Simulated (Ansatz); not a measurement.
Frontier orbitals of `C=[C]([AlH2])[SiH2]S`.

| atom | x (Å) | y (Å) | z (Å) |
| --- | --- | --- | --- |
| C1 | -1.769 | 0.956 | 0.290 |
| C2 | -0.532 | 0.458 | 0.254 |
| Al3 | 0.444 | -0.846 | 1.408 |
| Si4 | 0.665 | 0.623 | -1.129 |
| S5 | 1.762 | -1.265 | -0.763 |
| H6 | -2.191 | 1.583 | -0.497 |
| H7 | -2.446 | 0.761 | 1.121 |
| H8 | -0.246 | -2.243 | 1.734 |
| H9 | 1.597 | -0.254 | 2.333 |
| H10 | 0.194 | 0.638 | -2.541 |
| H11 | 1.733 | 1.635 | -0.941 |
| H12 | 0.789 | -2.046 | -1.268 |

Charge 0, multiplicity 1. All single points use the PBE0-D4/def2-TZVP geometry. It is one conformer, not always the lowest. Basis def2-TZVPP, the Gaussian-basis code of Ansatz.

Orbital energies of one run (eV). Highest occupied ones, from the top: -7.39, -7.83, -8.51, -8.96, -9.74, -10.59, -10.71, -12.27, -12.53, -13.15, -14.74, -16.97, -21.70, -22.26. Empty: -1.09, -0.36, -0.01, 0.42, 1.39, 1.66.

(1) Which functional gave them?
A. BLYP
B. r2SCANh
C. revPBE
D. r2SCAN0

## Answers

(1) D. HOMO energies: r2SCAN0 -7.39, revPBE -6.02, r2SCANh -6.72, BLYP -5.95 eV.
